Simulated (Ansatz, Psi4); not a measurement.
# Predicting a hybrid from its neighbours: SiF3 (trifluorosilyl)

SiF3 has 4 atoms, charge 0, and is taken as a doublet. As SMILES, `F[Si](F)F`. Geometry: relaxed at PBE0-D4/def2-TZVP.

The electronic atomisation energy y, in eV, basis aug-cc-pVDZ; a is the functional's share of exact exchange. Programs: Ansatz 0.2.0, Psi4 1.11.

| functional | program | a | y (eV) |
| --- | --- | --- | --- |
| UTPSS | Psi4 | 0 | 16.21 |
| UBLYP | Psi4 | 0 | 16.08 |
| UB3LYP | Psi4 | 0.2 | 15.90 |
| U-r2SCAN0 | Ansatz | 0.25 | 15.84 |
| UPBE0 | Psi4 | 0.25 | ? |
| UBHLYP | Psi4 | 0.5 | 15.14 |

Fit y = c + s·a to the known rows and predict UPBE0.


1. Means of the 5 rows: a = 0.1900, y = 15.834.
2. Σ(Δa)² = 0.172, Σ(Δa·Δy) = -0.3323, so the slope is -0.3323/0.172 = -1.932.
3. Intercept: 15.834 − (-1.932) × 0.1900 = 16.201. The largest residual of the fit is 0.12.
4. UPBE0: 16.201 + (-1.932) × 0.25 = 15.72 eV.

The run gave 15.92 eV, so the prediction is off by -0.20 eV, more than the largest residual. The rows mix families of semi-local functionals, which the line can't see.
